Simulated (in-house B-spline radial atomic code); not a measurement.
Orbital energies and mean radii along the 11-electron series, configuration [Ne] 3s1. The effective charge is n√(-2ε), a non-relativistic measure. Computed with an all-electron radial atomic-structure program (B-spline basis): Dirac-Hartree-Fock, average of the configuration, finite nuclei.

```
  ion   Z  energy of 1s1/2 (Eh)  mean radius of 1s1/2 (bohr)  energy of 2p1/2 (Eh)  mean radius of 2p1/2 (bohr)  effective charge of 1s1/2
Ho56+  67              -2220.93                     0.020716                -487.2                     0.071638                     66.647
Er57+  68              -2295.17                     0.020349               -504.92                     0.070246                     67.752
Tm58+  69              -2370.92                      0.01999               -523.03                     0.068891                     68.861
Yb59+  70              -2448.15                     0.019641               -541.55                     0.067573                     69.974
Lu60+  71              -2526.92                     0.019301               -560.46                      0.06629                      71.09
Hf61+  72              -2607.27                     0.018969                -579.8                      0.06504                     72.212
```

Q: How does the screening of 1s1/2 change?

A: Z less the effective charge goes from 0.35 at Z = 67 to -0.21 at Z = 72.
